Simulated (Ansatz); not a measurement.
Job for Ansatz (an electronic-structure program): R-wB97X-V/def2-TZVPP on H5NOSn (SMILES [NH2][SnH2][OH]), a point of a torsion scan. Elements past Kr take the def2 small-core potentials; no spin–orbit coupling.

Ansatz 0.2 input:
```yaml
crystal:
  periodic: [false, false, false]
  atoms:
    - {symbol: N, position_ang: [1.42109958, -0.44561345, 0.16872824]}
    - {symbol: Sn, position_ang: [-0.31025093, 0.55452663, 0.08141942]}
    - {symbol: O, position_ang: [-1.54669761, -0.79265363, -0.55819584]}
    - {symbol: H, position_ang: [1.54298853, -1.09763994, -0.59541422]}
    - {symbol: H, position_ang: [2.26208038, 0.11093494, 0.22747300]}
    - {symbol: H, position_ang: [-0.49133273, 1.78217391, -1.04116536]}
    - {symbol: H, position_ang: [-0.69492728, 1.03187549, 1.63423350]}
    - {symbol: H, position_ang: [-1.99735563, -1.32475977, 0.09305357]}
basis:
  gaussian:
    orbitals: def2-TZVPP
hamiltonian:
  xc: {name: wB97X-V}
scf: {lower_state_search: off}
```

The head of its log:

```
WARN ansatz: RAYON_NUM_THREADS=1 ignored (pool sized by the plan → 1); use --threads N
Functional definition: wB97X-V
these checks for a lower state are left out or cut short: stability, starts, cluster_reference, orbital_swaps, neighbouring_geometries, increment
integrals: 0.11 GiB planned
1033 factors; their error is unknown
integrals: 0.15 GiB planned
246 factors; integrals over basis functions are off by at most 7.4e-6 eV
mean field: 1.00 GiB planned
mean field evaluation 1: about -9441.8058 eV, gradient 6.9e1 eV
mean field evaluation 2: about -9438.9826 eV, gradient 8.0e1 eV
```

Give the final energy of this run.

-347.2878 hartree.
